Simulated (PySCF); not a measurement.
Run record: geometry optimisation, `N#CB(C#N)C#N`.

Method: PBE0-D3(BJ)/def2-SVP geometry optimisation, gas phase (PySCF 2.14.0). Start geometry: GFN2-xTB. The command runs a driver script over a list of jobs; the input below is this job's line of settings and its coordinates in Å.

Command:
```bash
OMP_NUM_THREADS=1 python probes_run.py task.json out
```

Input:
```
{"job": {"xc": "PBE0", "basis": "def2-SVP", "d3": "d3bj", "grid": 1, "shake": 0.01, "kind": "geom"}, "charge": 0, "multiplicity": 1}
N     -0.189990     2.629970    -0.068130
C     -0.125800     1.507620    -0.046460
B     -0.020360    -0.001910    -0.014070
C      1.403080    -0.648070     0.007980
N      2.403840    -1.147870     0.015660
C     -1.252810    -0.855630     0.016880
N     -2.184000    -1.513210     0.038200
```

Output:
```
step   0  E = -302.77396262  max force = 0.120536
step   1  E = -302.78344326  max force = 0.020600
step   2  E = -302.78357203  max force = 0.006108
step   3  E = -302.78380993  max force = 0.008029
step   4  E = -302.78390040  max force = 0.001497
step   5  E = -302.78392863  max force = 0.000908
step   6  E = -302.78395302  max force = 0.000366
step   7  E = -302.78395462  max force = 0.000238
optimisation converged
```

Energies in Eh; «max force» is the largest Cartesian gradient component in Eh/bohr.

Task: How much energy does the optimisation release, in eV?

Result: E(step 0) − E(last step) = 0.009992 Eh, which is 0.272 eV.

Task: Give the first gradient maximum in eV/Å.

Result: With 1 Eh/bohr = 51.422 eV/Å, 6.198 eV/Å.

Main results: final energy -302.78395 Eh after 7 steps; dipole 0.02 D.

Task: How long does this job take on Arm Neoverse V1, one thread, no GPU, shared host? And the peak memory of the process?

Result: About 23 s, with 0.39 GiB resident at the peak, the Python interpreter and its libraries included.
Labels such as C1 count atoms from 1, the log's own numbers from 0.
